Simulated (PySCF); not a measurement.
## Working out the ionisation energy of I(20+)

I(20+) [Ar] 3d10 4s2 4p3 (4S) → I(21+) [Ar] 3d10 4s2 4p2 (3P). Calculation: PySCF 2.14, in an even-tempered Gaussian basis (20 s from 1.2 bohr⁻², ratio 2.5; 14 p from 1.5 bohr⁻², ratio 2.5; 9 d from 2.7 bohr⁻², ratio 2.5; 5 f from 9.1 bohr⁻², ratio 2.7; 4 g from 14 bohr⁻², ratio 2.7); the spin-free X2C one-electron Hamiltonian (Gaussian nucleus). Frozen: [Ne]; the 39 highest virtual orbitals dropped. Energies in hartree (1 hartree = 27.21139 eV):

| part | I(20+) (lower) | I(21+) (upper) |
| --- | --- | --- |
| UHF | -6944.001086 | -6921.581275 |
| MP2 opposite-spin | -0.701779 | -0.684089 |
| MP2 same-spin | -0.364987 | -0.342230 |

**Question.** What does Hartree-Fock give?

**Answer.** (-6921.581275) − (-6944.001086) = 22.419811 hartree = 610.074 eV.

**Question.** What do MP2 and SCS-MP2 (6/5 opposite-spin, 1/3 same-spin) give?

**Answer.** The opposite-spin parts differ by 0.481 eV and the same-spin parts by 0.619 eV. MP2: 610.074 + (0.481) + (0.619) = 611.174 eV. SCS-MP2: 610.074 + 1.2 × (0.481) + (0.619)/3 = 610.858 eV.

Reference: 601 ± 4 eV (theoretical estimate listed by NIST; NIST Atomic Spectra Database, ionization energies), between the lowest levels; spin-orbit coupling is absent from the calculation.

What remains against the reference includes basis incompleteness, the frozen core and correlation beyond second order.
